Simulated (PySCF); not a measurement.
C₅H₉N₂O (doublet state).
Numbering: `[CH3:1][CH:2]([CH3:3])[C:4]1=[N:5][CH2:6][N:7][O:8]1` (hydrogens: H9, H10, H11 on C1; H12 on C2; H13, H14, H15 on C3; H16, H17 on C6)

Cartesian coordinates in Å at the GFN2-xTB level; atoms count from 1:
```xyz
17
C5H9N2O angstrom
C     -1.3298    0.3023    1.3962
C     -0.8653   -0.5130    0.1885
C     -1.6268   -0.1046   -1.0735
C      0.5913   -0.2945   -0.0229
N      1.1858    0.8030   -0.2753
C      2.5736    0.4609   -0.3863
N      2.6865   -0.9466   -0.1692
O      1.4217   -1.3672    0.0530
H     -1.1362    1.3574    1.2234
H     -0.8020   -0.0059    2.2956
H     -2.3958    0.1577    1.5516
H     -1.0134   -1.5800    0.3822
H     -1.4386    0.9428   -1.2935
H     -1.3094   -0.7013   -1.9253
H     -2.6936   -0.2506   -0.9256
H      3.1761    1.0176    0.3484
H      2.9691    0.7341   -1.3771
```

The hyperfine couplings belong to this conformer and change with its torsions.

The calculation used PySCF, UKS B3LYP, pcH-1 on C H N O, non-relativistic, mean-field spin-orbit, GIAO. Geometry: GFN2-xTB, one conformer, isolated molecule. The geometry wasn't refined by DFT: couplings that depend on bond lengths, twists or pyramidal angles can differ widely from those at the functional's own minimum. The SCF solution wasn't tested for stability.

(1) Predict the first-order ENDOR lines of C6, C4, C1/C3, N7 and H16/H17 under fast tumbling at B = 344.9 mT (X band).

(2) Which pairs are centred on the nuclear Larmor frequency, and which on half the coupling?

(3) At what field would the lower line of H16/H17 fall to zero frequency?

## Answers

(1) For S = 1/2 in fast tumbling each set of equivalent nuclei gives two lines, ν± = |νn ± a/2| to first order, with νn = g_N μN B/h and μN/h = 7.62259 MHz/T.

```csv
nuclei,isotope,g_N,νn (MHz),a_iso (MHz),lower line (MHz),upper line (MHz)
C6,13C,1.4048,3.69,-40.30,16.45,23.84
C4,13C,1.4048,3.69,-10.80,1.70,9.09
C1/C3,13C,1.4048,3.69,-2.09,2.65,4.74
N7,14N,0.4038,1.06,34.01,15.94,18.07
H16/H17,1H,5.5857,14.68,176.88,73.76,103.13
```

The rows for 13C, of low natural abundance, apply to labelled samples.

(2) Centred on νn, since |a| < 2νn: C1/C3. Centred on |a|/2 and split by 2νn: C6, C4, N7 and H16/H17.

(3) Where νn = |a|/2, that is B = 88.44 MHz/(5.5857 × 7.62259 MHz/T) = 2080 mT, as far as first order holds there.

Couplings of abundant isotopes left out: N5 (2.5 MHz).

Nuclei that the bonding pattern makes equivalent are averaged, as if the motion that swaps them (rotation, inversion, ring flip) were fast.

Largest spin populations (Mulliken): N7 (+0.78), O8 (+0.12), H16 (+0.08) and H17 (+0.08). No atom but N7 exceeds +0.15. The positive populations add up to 1.12 and the negative ones to -0.12, together 2S = 1.
